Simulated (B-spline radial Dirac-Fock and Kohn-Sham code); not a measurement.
**What relativity does to the binding energies of Cd²⁰⁺**

System: Cd²⁰⁺ in the configuration [Ar] 3d10.

Both columns are ΔSCF binding energies of the configuration average from a B-spline atomic structure program: non-relativistic Hartree-Fock with a point nucleus, and Dirac-Fock with a finite nucleus and the Coulomb interaction alone, averaged over the two j levels with weights 2j+1.

```
shell  Hartree-Fock (eV)  Dirac-Fock (eV)  shift (eV)  shift (%)
   1s            26525.7          27399.9     +874.20      +3.30
   2s             4406.3           4621.9     +215.59      +4.89
   2p             4135.3           4199.6      +64.32      +1.56
   3s             1280.9           1329.2      +48.20      +3.76
   3p             1170.2           1187.0      +16.86      +1.44
   3d              969.0            966.0       -3.05      -0.32
```

Relativity binds 1s, 2s, 2p, 3s, 3p more strongly, among those listed most of all 2s in relative terms, and 3d more weakly, because the contracted s and p shells screen the nucleus better.

Values without a named source are computed, but for edge energies of neutral atoms, which are taken from tables.
